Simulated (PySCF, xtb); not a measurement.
C2H7FSSi, SMILES S[Si](C)(C)F.

GFN2-xTB (xtb 6.7.1) at its own geometry gives an orbital gap of 5.02 eV and a dipole moment of 4.01 D.

The structure is a stationary point at TPSSh-D3(BJ)/def2-SVP. This is a generated structure with no PubChem entry under its InChIKey; it may be hypothetical. One conformer was computed; it need not be the lowest.

Task: What does HF/def2-TZVP in PySCF give? (Estimate from the structure and the level; the computed values follow.)

Result: gap 13.33 eV (levels -10.26 and 3.07 eV), dipole 3.02 D.
